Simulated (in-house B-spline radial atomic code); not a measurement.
Configurations of Rh IX (Rh8+), with energies counted from [Kr] (4d3/2)1. Level of theory: Dirac-Hartree-Fock, average of each configuration as written, Fermi nucleus of rms radius 4.4945 fm; calculated with a radial B-spline atomic code at the basis-set limit. Energies include first-order Breit, QED and recoil terms.

Occupations are held fixed; configurations that lie above the ionisation limit could autoionise.

```tsv
configuration	E - E(ref) (eV)	highest orbital	its <r> (bohr)
[Kr] (5p1/2)1	46.462	5p1/2	2.052
[Kr] (7d5/2)1	104.08	7d5/2	5.812
[Ar] 3d10 4s2 (4p1/2)2 (4p3/2)3 (4d5/2)1 (4f5/2)1	106.61	4f5/2	1.492
[Ar] 3d10 4s2 (4p1/2)1 (4p3/2)4 (4d3/2)1 (7f5/2)1	166.99	7f5/2	6.725
```

Problem. Order these further configurations by energy, lowest first.
A. [Kr] (4d5/2)1
B. [Kr] (6d5/2)1
C. [Kr] (8d5/2)1
D. [Ar] 3d10 4s2 (4p1/2)1 (4p3/2)4 (4d3/2)1 (8d5/2)1
E. [Kr] (5d3/2)1

Solution. A (0.66056 eV), E (65.499 eV), B (90.779 eV), C (112.05 eV), D (169.61 eV).
